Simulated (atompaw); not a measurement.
**Ranking PAW (atompaw) potentials for terbium**

All share these settings but for the change named:

```
Element                 : terbium
Generator               : atompaw 4.2.0.5
Type                    : PAW
Functional              : PBE
Relativity              : scalar-relativistic
Frozen core             : [Kr] 4d10
Valence charge          : 19
Reference configuration : 4f8 5s2 5p6 5d1 6s2 6p0
Partial waves           : 5s (bound); 6s (bound); 5p (bound); 6p (bound, empty); 5d (bound); 5d channel at 2.1 Ry; 4f (bound); 4f channel at 4.15 Ry
Local potential         : bessel scheme, radius 2.70 bohr
Core correction         : smooth core density matched at 2.55 bohr
Augmentation charge     : sinc compensation charge, radius 2.60 bohr; PAW radius 3.00 bohr; waves and projectors: bloechl
```

Cutoff: the first of the cutoffs (Ry, on a coarse ladder) from which the occupation-weighted sum of valence levels, in a spherical-Bessel basis at the reference potential, stays within 10 and 1 mRy of its value at 400 Ry; the density cutoff is not measured.

The base gives 30 Ry.

Of 10 variants that were run, those that failed, showed a ghost or another fault, or gave nearly equal values are left out.

A variant can come out equal or close to the base.

Question: Rank these variants from softest to hardest (loose cutoff).
A. waves 5s (bound): rc 2.25 bohr; 6s (bound): rc 3.00 bohr; 5p (bound): rc 1.85 bohr; 6p (bound): rc 2.20 bohr; 5d (bound): rc 3.00 bohr; 5d channel at 2.1 Ry: rc 3.00 bohr; 4f (bound): rc 1.35 bohr; 4f channel at 4.15 Ry: rc 1.35 bohr; augmentation sinc compensation charge, radius 2.60 bohr; PAW radius 3.00 bohr; waves and projectors: custom rrkj gramschmidtortho
B. local potential bessel scheme, radius 1.58 bohr
C. wave 5d channel at 2.1 Ry becomes 5d channel at 0.52 Ry

Answer: C (30 Ry), B (35 Ry), A (100 Ry).
